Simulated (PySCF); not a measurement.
## Unknowns

PySCF 2.14 calculation with σ from GIAO-PBE0/pcSseg-1 and structure optimised with GFN2-xTB; no solvent, one conformer, fast rotation and ring inversion assumed for equivalent nuclei, no relativistic terms.

δ = σ(ref) − σ, references computed at the same level: 1H, 13C against TMS. Splittings of carbon signals by F and P are missing where no couplings were computed. Where no couplings were computed, multiplicities follow the n + 1 count of equivalent neighbours, and m marks all less simple cases (inequivalent or close neighbours, rings, F or P nearby). Shifts are as computed. Against solution values, carbons near 30 ppm lie about +3 ppm off and those near 130 ppm about +5 ppm. Of 1211 compounds with measured shifts, 218 miss one by over three times the rms of a fit or turn the order of signals round; such compounds aren't used in these exercises.

**Question.** C5H9FSi2. 1H NMR (600 MHz, computed): δ 5.33 (m, 1H), 4.52 (m, 1H), 4.48 (m, 2H), 2.06 (m, 2H), 1.98 (t, 1H), 1.77 (m, 2H). 13C{1H} NMR (computed): δ 106.9 (CH), 91.1 (CH), 82.8 (C), 23.3 (CH2). Identify the compound.

**Answer.** `C(#C)[SiH2][Si@H]1C[C@@H](F)C1`. Rings plus π bonds: 3 (1 ring in the answer). 4 carbon signals for 5 carbons: some carbons are equivalent by symmetry or fast rotation. Carbon types of the structure: 1 × C, 2 × CH, 2 × CH2, leaving 3 H on heteroatoms. δC 106.9: terminal alkyne carbon. δC 91.1: sp3 CH bonded to F; deshielded by the electronegative neighbour. δC 82.8: alkyne carbon; sp carbons lie upfield of alkene carbons because the cylindrical π system leaves one tensor component strongly shielded. δH 5.33: hydrogen on an sp3 CH bonded to F; its carbon carries F, hence the downfield position.

The data come from this structure; uniqueness wasn't tested.

**Question.** C5H14P2. 1H NMR (500 MHz, computed): δ 2.68 (m, 2H), 1.33 (m, 4H), 1.21 (m, 6H), 0.96 (m, 2H). 13C{1H} NMR (computed): δ 29.4, 16.1, 12.9. What is it?

**Answer.** `CCP(CC)CP`. 3 carbon signals for 5 carbons: some carbons are equivalent by symmetry or fast rotation. Carbon types of the structure: 3 × CH2, 2 × CH3, leaving 2 H on heteroatoms. δC 12.9: methyl carbon; aliphatic region, no heteroatom directly attached. δH 1.33: hydrogen on an sp3 CH2 bonded to P. δH 1.21: hydrogen on a methyl carbon. δH 0.96: hydrogen on an sp3 CH2 bonded to 2 P.

The shifts were computed for this structure.
